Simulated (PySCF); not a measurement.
Two-component Hartree-Fock for Sb³²⁺ (antimony, charge +32)

Start: [Ar] 3d1; 3d5/2 filled at m_j = +5/2. Calculated with PySCF 2.14 in an even-tempered Gaussian basis (16 s from 5.5 bohr⁻², ratio 2.8; 12 p from 7.2 bohr⁻², ratio 2.8; 8 d from 7.2 bohr⁻², ratio 2.8; 3 f from 22 bohr⁻², ratio 3): generalised Hartree-Fock with the X2C-1e Hamiltonian and a Gaussian nucleus; one run each with spin-orbit coupling (SO) screened by Boettger's factors, then bare. This is a chosen level, not necessarily the ground level.

```json
{"spinor shell": "1s1/2", "electrons": "2", "ε, screened SO (eV)": "-32258.0", "ε, bare SO (eV)": "-32257.9", "weight of nominal j (bare SO)": "1.000", "rms radius, bare SO (bohr)": "0.0325"}
{"spinor shell": "2s1/2", "electrons": "2", "ε, screened SO (eV)": "-6331.6", "ε, bare SO (eV)": "-6331.6", "weight of nominal j (bare SO)": "1.000", "rms radius, bare SO (bohr)": "0.131"}
{"spinor shell": "2p1/2", "electrons": "2", "ε, screened SO (eV)": "-6023.5", "ε, bare SO (eV)": "-6031.5", "weight of nominal j (bare SO)": "1.000", "rms radius, bare SO (bohr)": "0.113"}
{"spinor shell": "2p3/2", "electrons": "4", "ε, screened SO (eV)": "-5767.7", "ε, bare SO (eV)": "-5764.5", "weight of nominal j (bare SO)": "1.000", "rms radius, bare SO (bohr)": "0.118"}
{"spinor shell": "3s1/2", "electrons": "2", "ε, screened SO (eV)": "-2294.7", "ε, bare SO (eV)": "-2294.7", "weight of nominal j (bare SO)": "1.000", "rms radius, bare SO (bohr)": "0.326"}
{"spinor shell": "3p1/2", "electrons": "2", "ε, screened SO (eV)": "-2168.8", "ε, bare SO (eV)": "-2170.6", "weight of nominal j (bare SO)": "0.997", "rms radius, bare SO (bohr)": "0.315"}
{"spinor shell": "3p3/2", "electrons": "4", "ε, screened SO (eV)": "-2111.9", "ε, bare SO (eV)": "-2111.2", "weight of nominal j (bare SO)": "0.999", "rms radius, bare SO (bohr)": "0.325"}
{"spinor shell": "3d5/2", "electrons": "1", "ε, screened SO (eV)": "-1942.8", "ε, bare SO (eV)": "-1941.6", "weight of nominal j (bare SO)": "1.000", "rms radius, bare SO (bohr)": "0.286"}
```

```csv
quantity,screened SO,bare SO
E (hartree),-5731.72241,-5731.82117
M_J,5/2,5/2
⟨J²⟩,8.751,8.751
⟨L²⟩,6.012,6.013
⟨S²⟩,0.761,0.762
```

Each row is a mean over spinors that exchange with the open shell spreads, by up to 18.225 eV (3p3/2).

Breit and QED terms are absent; they matter most for the inner s and p1/2 levels.

Densities and radii are taken from the X2C orbitals without a picture-change correction, which distorts them close to the nucleus.
